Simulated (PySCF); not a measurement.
## Unknowns

Computed data (PySCF): B3LYP/pcJ-1 coupling constants (spin–dipole term left out of most H,H and C,H couplings), PBE0/pcSseg-1 with gauge-including orbitals, geometry: GFN2-xTB. A single conformation, relativity neglected, gas phase, rapidly exchanging positions averaged.

Scale: ¹H (σ = 31.72 ppm), ¹³C (σ = 186.93 ppm) vs TMS (reference shieldings calculated alike). Multiplet labels drop J under 1 Hz and among equivalent protons, and merge close values. Unscaled 3J(H,H) run several per cent high. Where no couplings were computed, multiplicities follow the n + 1 count of equivalent neighbours, and m marks all less simple cases (inequivalent or close neighbours, rings, F or P nearby). Shifts are as computed. Against solution values, carbons near 30 ppm lie about +3 ppm off and those near 130 ppm about +5 ppm. Of 1211 compounds with measured shifts, 218 miss one by over three times the rms of a fit or turn the order of signals round; such compounds aren't used in these exercises. Across acyclic CH2–CH2 and CH–CH2 bonds, 3J(H,H) assumes equally populated rotamers.

**Question.** C₇H₁₀OSi₂. ¹H NMR (600 MHz, computed): δ 9.97 (s, 1H), 7.04 (br s, 1H), 6.94 (br s, 1H), 6.72 (br s, 1H), 6.17 (br s, 1H), 4.99 (s, 2H), 4.57 (s, 3H). ¹³C{¹H} NMR (computed): δ 200.5 (C), 197.0 (CH), 158.1 (C), 150.1 (C), 148.3 (C), 133.5 (CH2), 131.3 (CH2). Give a structure.

**Answer.** `InChI=1S/C7H10OSi2/c1-4-5(2)10-6(3-8)7(4)9/h3H,1-2,10H2,9H3`. The formula gives 5 degrees of unsaturation (1 ring in the answer). 7 carbon signals for 7 carbons: no two carbons are equivalent. Carbon types of the structure: 4 × C, 1 × CH, 2 × CH2, leaving 5 H on heteroatoms. δC 197.0: aldehyde carbonyl carbon; low-lying n→π* states of the double bond to the heteroatom give a large paramagnetic term (-257 ppm). δC 158.1, 148.3: fully substituted alkene carbon; the olefinic region. δC 150.1: α carbon of a C=C–C=O unit; the olefinic region. δC 133.5, 131.3: terminal =CH2 carbon; as expected for a trigonal carbon in a double bond.

The shifts were computed for this structure.

**Question.** C₅H₇NO. ¹H NMR (400 MHz, computed): δ 2.68 (t, J = 7.4 Hz, 2H), 2.37 (t, J = 7.4 Hz, 2H), 2.25 (s, 3H). ¹³C{¹H} NMR (computed): δ 209.5 (C), 124.0 (C), 43.5 (CH2), 31.6 (CH3), 12.0 (CH2). Give a structure.

**Answer.** SMILES CC(=O)CCC#N. The formula gives 3 degrees of unsaturation (no ring in the answer). 5 carbon signals for 5 carbons: no two carbons are equivalent. Carbon types of the structure: 2 × C, 2 × CH2, 1 × CH3, which accounts for all hydrogens. δC 209.5: ketone carbonyl carbon; low-lying n→π* states of the double bond to the heteroatom give a large paramagnetic term (-272 ppm). δC 124.0: nitrile carbon; C≡N carbons fall here, among the sp2 signals but without a proton. δC 12.0: sp3 CH2 α to a nitrile; saturated and bonded to C and H only. δH 2.68: hydrogen on an sp3 CH2 α to a carbonyl; α to C=O. The protons at 2.68 and 2.37 share a coupling of 7.4 Hz (vicinal).

This is the structure that produced the data.
